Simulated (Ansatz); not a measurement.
Total energies of CdMeF (CH₃CdF) from Ansatz at PBE0-D4/def2-TZVP, gas phase (1 Eh = 27.2114 eV = 2625.5 kJ/mol). The reference geometry is relaxed at PBE0-D4/def2-TZVP.

```
                 state   geometry  energy (Eh)
      charge 0 singlet  reference   -307.44190
      charge 1 doublet  reference   -307.04715
free Cd atom (singlet)          –   -167.77479
 free C atom (triplet)          –    -37.80537
 free H atom (doublet)          –     -0.50104
 free F atom (doublet)          –    -99.67617
```

In the def2 sets Cd takes a core potential; there is no spin–orbit coupling.

Q: Work out the vertical ionisation energy to the doublet.

A: E(charge 1 doublet) − E(charge 0 singlet) = -307.04715 − (-307.44190) = 0.39475 Eh = 10.74 eV. For comparison, −ε of the highest occupied level is 8.47 eV at this level, 2.27 eV less.

Q: What is the binding energy per atom against free atoms?

A: Atoms: 1 × (-167.77479) + 1 × (-37.80537) + 3 × (-0.50104) + 1 × (-99.67617) = -306.75945 Eh. Binding: -306.75945 − (-307.44190) = 0.68245 Eh = 18.57 eV, or 3.10 eV for each of 6 atoms (no zero-point energy, no counterpoise term).
